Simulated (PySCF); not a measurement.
Be(Br)2, SMILES [Br][Be][Br] (BeBr2), CAM-B3LYP/def2-SVP optimised geometry.

```
3

Be     0.00     0.00     0.00
Br    -1.95     0.00     0.00
Br     1.95     0.00     0.00
```

Density from CAM-B3LYP/def2-TZVP in PySCF at that geometry.

Minimum of the electron density along straight lines between bonded atoms, close to the bond critical point (lines longer than 1.1 times the sum of covalent radii, or with two minima, are not listed):

| bond | length / Å | ρ at the minimum / e bohr⁻³ | ∇²ρ there / e bohr⁻⁵ | position (fraction from the first atom) |
|---|---|---|---|---|
| Be1–Br2 | 1.947 | 0.080 | 0.28 | 0.30 |
| Be1–Br3 | 1.947 | 0.080 | 0.28 | 0.30 |
